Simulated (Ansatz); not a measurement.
## Molecular dynamics of H2CO

Input file:

```yaml
crystal:
  lattice:
    - [7.806832, 0.0, 0.0]
    - [0.0, 7.806832, 0.0]
    - [0.0, 0.0, 7.806832]
  atoms:
    - { symbol: O, position: [0.23013851, 0.28578334, 0.5233781] }
    - { symbol: C, position: [0.17589686, 0.24298745, 0.38880012] }
    - { symbol: H, position: [0.13104806, 0.33512782, 0.28547245] }
    - { symbol: H, position: [0.17289069, 0.09745119, 0.35530612] }
    - { symbol: O, position: [0.50601056, 0.78140819, 0.36635126] }
    - { symbol: C, position: [0.57750317, 0.78430431, 0.22774553] }
    - { symbol: H, position: [0.54698994, 0.87949248, 0.13532151] }
    - { symbol: H, position: [0.69762572, 0.70796182, 0.205489] }
    - { symbol: O, position: [-0.08002444, 0.0690214, 0.93401954] }
    - { symbol: C, position: [0.07125163, 0.08962646, 0.90572663] }
    - { symbol: H, position: [0.12425731, 0.05070905, 0.77880494] }
    - { symbol: H, position: [0.15950713, 0.14355838, 1.01016143] }
    - { symbol: O, position: [0.6060424, 0.53488991, 0.870623] }
    - { symbol: C, position: [0.50976815, 0.43789756, 0.80737187] }
    - { symbol: H, position: [0.36983116, 0.43759941, 0.83556889] }
    - { symbol: H, position: [0.55940661, 0.30984207, 0.75255066] }
    - { symbol: O, position: [0.84763882, 0.37160662, 0.46932007] }
    - { symbol: C, position: [0.74768541, 0.25559204, 0.45045288] }
    - { symbol: H, position: [0.61248336, 0.25587356, 0.48597039] }
    - { symbol: H, position: [0.7887414, 0.13483889, 0.36918659] }
    - { symbol: O, position: [0.48109143, -0.00938578, 0.84900343] }
    - { symbol: C, position: [0.56516745, -0.03340926, 0.72278679] }
    - { symbol: H, position: [0.52293267, -0.07940442, 0.59028322] }
    - { symbol: H, position: [0.69880424, 0.00864657, 0.7355157] }
basis:
  ecutwfc: 420.0
kpoints:
  mp_grid: { grid: [1, 1, 1] }
hamiltonian:
  xc: pbe
scf:
  occupations: { method: fermi_dirac, width: 0.05 }
  lower_state_search: "off"
md:
  timestep: 0.75
  n_steps: 400
  ensemble: nvt_langevin
  temperature: 300.0
  initial_velocities: maxwell_boltzmann
  seed: 63044
  friction: 0.01
```

Launched with:

```bash
$ ansatz run input.yaml --threads 1 --pin off --max-ram 3072MiB --backend cpu --events-out ev --progress --plain --runs-dir out
```

It goes on from the last frame of an earlier run, with new velocities.

Output, in part (step lines):

```
md step     0: t =     0.00 fs  T =   287.5 K  F+E_penalty+E_count = -5093.17502741 eV  E_kin = 0.891894 eV  (9 SCF iters)
md step     1: t =     0.75 fs  T =   292.0 K  F+E_penalty+E_count = -5093.18949480 eV  E_kin = 0.905889 eV  (9 SCF iters)
md step     2: t =     1.50 fs  T =   317.4 K  F+E_penalty+E_count = -5093.23518292 eV  E_kin = 0.984784 eV  (9 SCF iters)
md step     3: t =     2.25 fs  T =   352.2 K  F+E_penalty+E_count = -5093.29945771 eV  E_kin = 1.092468 eV  (9 SCF iters)
md step     4: t =     3.00 fs  T =   380.1 K  F+E_penalty+E_count = -5093.34545278 eV  E_kin = 1.179087 eV  (8 SCF iters)
md step     5: t =     3.75 fs  T =   391.7 K  F+E_penalty+E_count = -5093.35555185 eV  E_kin = 1.215208 eV  (7 SCF iters)
md step     6: t =     4.50 fs  T =   382.5 K  F+E_penalty+E_count = -5093.33278438 eV  E_kin = 1.186536 eV  (6 SCF iters)
md step     7: t =     5.25 fs  T =   362.4 K  F+E_penalty+E_count = -5093.28733064 eV  E_kin = 1.124205 eV  (7 SCF iters)
[... lines left out ...]
md step   400: t =   300.00 fs  T =   325.9 K  F+E_penalty+E_count = -5093.26686818 eV  E_kin = 1.011007 eV  (8 SCF iters)
```

The steps, from the saved trajectory:

| time (fs) | T (K) | potential energy less start (eV) |
| --- | --- | --- |
| 0.0 | 288 | 0.000 |
| 9.8 | 326 | 0.036 |
| 19.5 | 324 | -0.031 |
| 29.2 | 280 | 0.101 |
| 39.0 | 275 | 0.011 |
| 48.8 | 353 | -0.167 |
| 58.5 | 333 | -0.116 |
| 68.2 | 361 | -0.124 |
| 78.0 | 381 | -0.194 |
| 87.8 | 343 | -0.097 |
| 97.5 | 341 | -0.153 |
| 107.2 | 329 | -0.060 |
| 117.0 | 308 | -0.032 |
| 126.8 | 325 | -0.091 |
| 136.5 | 384 | -0.364 |
| 146.2 | 400 | -0.289 |
| 156.0 | 292 | -0.181 |
| 165.8 | 282 | -0.051 |
| 175.5 | 352 | -0.291 |
| 185.2 | 381 | -0.291 |
| 195.0 | 415 | -0.234 |
| 204.8 | 441 | -0.297 |
| 214.5 | 413 | -0.252 |
| 224.2 | 392 | -0.206 |
| 234.0 | 387 | -0.212 |
| 243.8 | 346 | -0.108 |
| 253.5 | 339 | -0.047 |
| 263.2 | 356 | -0.205 |
| 273.0 | 371 | -0.200 |
| 282.8 | 333 | -0.149 |
| 292.5 | 379 | -0.230 |

All steps were run. The mean temperature of the second half is 21 % above the set value. A run of 0.3 ps of so small a system gives no equilibrium averages. Limits of this set-up: coarse k mesh.

Mean squared displacements from the first frame to the last, about the centre of mass: O 0.41 Å², C 0.81 Å², H 4.47 Å².

Last frame:

```xyz
24
Lattice="7.8068 0.0000 0.0000 0.0000 7.8068 0.0000 0.0000 0.0000 7.8068" Properties=species:S:1:pos:R:3
O 2.446 1.489 3.528
C 2.206 0.761 2.564
H 2.025 -0.319 2.757
H 2.079 1.167 1.539
O 4.638 6.536 2.432
C 4.090 5.555 2.058
H 4.692 4.649 1.443
H 2.934 5.415 2.164
O 0.100 0.459 7.875
C 0.906 -0.315 7.398
H 1.792 -0.635 7.978
H 0.636 -0.909 6.519
O 5.043 4.169 6.689
C 5.671 3.410 5.956
H 5.147 2.577 5.443
H 6.828 3.522 5.870
O 6.828 2.953 2.954
C 6.268 1.920 2.801
H 6.684 1.166 2.036
H 5.341 1.638 3.445
O 4.169 -0.235 6.843
C 4.763 -0.494 5.833
H 4.380 -0.082 4.816
H 5.584 -1.267 5.862
```

The run took 14 min on 1 thread of Arm Neoverse V2, on a shared host, peak memory 0.44 GiB.
